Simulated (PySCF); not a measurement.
ClH2Si, SMILES [SiH2]Cl (connectivity only; charge and spin as stated), charge +1, multiplicity 1.

Geometry optimised at PBE-D3(BJ)/def2-TZVP. The spin state was assumed, not searched. The isomer is the one that the SMILES or the coordinates give; other isomers of the formula were not compared.

Level of theory: TDDFT-M06-2X/def2-TZVPD (PySCF).

Vertical excitations.  State labels are in the subgroup C2v.

Computed lowest excited states:
```csv
state,symmetry,energy (eV),λ (nm),f,main pairs
S1,A2,4.85,255,0.000,HOMO→LUMO 99 %
S2,A1,6.49,191,0.065,HOMO−1→LUMO 95 %
S3,A2,6.76,183,0.000,HOMO−2→LUMO 99 %
S4,B1,6.98,178,0.003,HOMO−3→LUMO 99 %
S5,B2,7.74,160,0.030,HOMO→LUMO+1 88 %
S6,B1,8.35,148,0.023,HOMO−1→LUMO+1 93 %
S7,B2,9.31,133,0.022,HOMO→LUMO+2 86 %
S8,B2,10.01,124,0.045,HOMO−2→LUMO+1 85 %
S9,A1,10.06,123,0.044,"HOMO−3→LUMO+1 59 %, HOMO→LUMO+4 35 %"
S10,B1,10.19,122,0.005,HOMO−1→LUMO+2 96 %
T1,A2,4.62,269,0,HOMO→LUMO 96 %
T2,A1,5.18,239,0,HOMO−1→LUMO 97 %
T3,A2,6.29,197,0,HOMO−2→LUMO 95 %
T4,B1,6.47,192,0,HOMO−3→LUMO 97 %
```
Triplets are in the Tamm–Dancoff approximation, which puts them higher than full response would, so one can lie above its singlet here.
